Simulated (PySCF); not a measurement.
Bonds (- single, = double, # triple, : aromatic): N1#C2 1.160 Å, C2-Si3 1.871 Å, Si3-O4 1.640 Å, Si3-O5 1.648 Å. Si3 carries H6; O4 carries H7; O5 carries H8.

Geometry: PBE0-D3(BJ)/def2-SVP; GIAO absolute shieldings from PySCF, gas phase, non-relativistic, averaged over equivalent atoms.

At PBE0/pcSseg-1 (107 basis functions, 8.7 s wall time on 1 thread of an Arm Neoverse V1, shared host):
| atoms | σ (ppm) |
| --- | --- |
| N1 | -94.3 |
| C2 | 57.6 |
| Si3 | 409.4 |
| O4/O5 | 275.2 |
| H6 | 26.81 |
| H7/H8 | 29.05 |

**Question.** Estimate the result of repeating the calculation with wB97X-D/pcSseg-2.

**Answer.** 
```tsv
atoms	σ at wB97X-D/pcSseg-2	change
N1	-95.3	-1.0
C2	52.7	-4.9
Si3	399.9	-9.5
O4/O5	270.0	-5.2
H6	26.74	-0.07
H7/H8	29.18	+0.13
```

The largest change is at Si3 (silicon bonded to C, 2 O, H). Cost: 229 basis functions, 28 s wall time on 1 thread of an Arm Neoverse V1, shared host.
